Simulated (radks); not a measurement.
Isoelectronic series with 50 electrons, all held in the configuration [Kr] 4d10 5s2 5p2, which need not be the ground one along the series. All-electron calculation, Dirac Kohn-Sham, PBEsol, spin-unpolarised, spherical densities, point nucleus; open shells fill j = l - 1/2 first. Program: a radial shooting solver on a logarithmic mesh with Libxc functionals. Total energies (hartree) and orbital eigenvalues (eV):

\begin{tabular}{lrrrrr}
ion & E (hartree) & 5p1/2 & 5s1/2 & 4d5/2 & 4d3/2 \\ \hline
Sn & -6176.27231 & -3.8477 & -10.3653 & -25.0213 & -26.0640 \\
Sb+ & -6480.40165 & -12.3573 & -20.4722 & -41.0864 & -42.3338 \\
Te2+ & -6792.93716 & -22.8967 & -32.5468 & -59.9371 & -61.4134 \\
I3+ & -7113.89974 & -35.1413 & -46.2864 & -81.1780 & -82.9086 \\
Xe4+ & -7443.32150 & -48.9377 & -61.5519 & -104.6169 & -106.6291 \\
Cs5+ & -7781.2415 & -64.1965 & -78.2629 & -130.1385 & -132.4609 \\
Ba6+ & -8127.7038 & -80.8605 & -96.3681 & -157.6656 & -160.3286 \\
La7+ & -8482.7569 & -98.8904 & -115.8325 & -187.1431 & -190.1788 \\
Ce8+ & -8846.4526 & -118.2586 & -136.6317 & -218.5298 & -221.9723 \\
Pr9+ & -9218.8461 & -138.9451 & -158.7481 & -251.7940 & -255.6791 \\
Nd10+ & -9599.9960 & -160.9357 & -182.1694 & -286.9107 & -291.2763 \\
Pm11+ & -9989.9636 & -184.2198 & -206.8867 & -323.8597 & -328.7454 \\
Sm12+ & -10388.8133 & -208.7902 & -232.8942 & -362.6243 & -368.0721 \\
Eu13+ & -10796.6125 & -234.6422 & -260.1882 & -403.1909 & -409.2447 \\
Gd14+ & -11213.4316 & -261.7729 & -288.7669 & -445.5478 & -452.2538 \\
Tb15+ & -11639.3439 & -290.1810 & -318.6299 & -489.6854 & -497.0919 \\
Dy16+ & -12074.4260 & -319.8669 & -349.7783 & -535.5952 & -543.7530 \\
Ho17+ & -12518.7576 & -350.8319 & -382.2143 & -583.2702 & -592.2322 \\
Er18+ & -12972.4216 & -383.0784 & -415.9408 & -632.7041 & -642.5258 \\
Tm19+ & -13435.5043 & -416.6098 & -450.9620 & -683.8917 & -694.6309 \\
Yb20+ & -13908.0957 & -451.4303 & -487.2826 & -736.8283 & -748.5454 \\
Lu21+ & -14390.2892 & -487.5448 & -524.9082 & -791.5097 & -804.2678 \\
Hf22+ & -14882.1823 & -524.9592 & -563.8452 & -847.9326 & -861.7972 \\
\end{tabular}
